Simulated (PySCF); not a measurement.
# Electron correlation in B⁻ (boron, charge -1)

[He] 2s2 2p2, high-spin 3P determinant. Computed with PySCF 2.14 in aug-cc-pVTZ with one added diffuse shell each of s, p, d, f type (6s5p4d3f, 62 functions), with the non-relativistic Hamiltonian (point nucleus). Frozen: 1s2; 4 electrons correlated.

```
  level  correlation energy (mhartree)
   CCSD                         -82.53
    (T)                          -3.76
CCSD(T)                         -86.29
```

Diagnostics: T1 = 0.035, D1 = 0.0678, largest double amplitude 0.102.

Is a single reference adequate?

Not fully. T1 exceeds 0.03, a sign that the reference determinant is poor.
